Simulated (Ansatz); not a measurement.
Born–Oppenheimer molecular dynamics of BFH6OSi (10 atoms, charge 0, multiplicity 1). It starts at the highest image of a converged band. Of that band: Neighbouring images differ by up to 1.9 eV, so the band resolves the path poorly. A vibrational analysis at the climbing image gives one clearly imaginary mode, 1362i cm⁻¹: a first-order saddle point.

Computed with RKS PBE0/6-31G* (Ansatz).

```json
{"ensemble": "NVE (velocity Verlet)", "time step": "0.5 fs", "steps asked": "122", "starting velocities drawn for": "300 K", "seed": "8406"}
```

First frame:

```xyz
10
Properties=species:S:1:pos:R:3
B 0.146 0.210 0.271
O -0.208 -0.514 1.628
H -1.124 -0.831 1.579
F 1.423 -0.042 -0.078
H -0.729 0.101 -0.548
Si 0.091 2.390 0.807
H 1.116 2.918 1.754
H 0.449 2.837 -0.568
H -1.230 2.997 1.152
H -0.207 0.690 1.611
```

Task: How far do the bonds stretch over the last three quarters of this one trajectory? (Pairs bonded in most of those frames.)

Result: 
```tsv
bond	mean (Å)	spread (Å)	shortest	longest
B1–O2	1.365	0.025	1.32	1.43
B1–F4	1.340	0.042	1.27	1.42
B1–H5	1.209	0.025	1.16	1.25
O2–H3	0.967	0.024	0.93	1.00
Si6–H7	1.495	0.048	1.42	1.56
Si6–H8	1.481	0.006	1.47	1.50
Si6–H9	1.492	0.014	1.47	1.51
Si6–H10	1.500	0.145	1.26	1.72
```

Pairs bonded in part of these frames only: B1–Si6 10 %.

Mean temperature of the second half: 2084 K. The conserved energy stayed within 0.48 meV per atom of its start (net change -0.29 meV per atom), so the integration is sound. The kinetic energy rose, since the run started high on the potential surface and went downhill. It ends in pieces (BFH2O + H4Si), so much of that is their flight and rotation, not heat. A run of 0.061 ps of so small a system gives no equilibrium averages. The orbitals stay closed-shell, which can raise the energy where a bond breaks towards radicals; this wasn't checked here.

The run took 8.5 min on 1 thread of Intel(R) Xeon(R) Platinum 8488C (Sapphire Rapids) (shared host), peak memory 0.18 GiB.
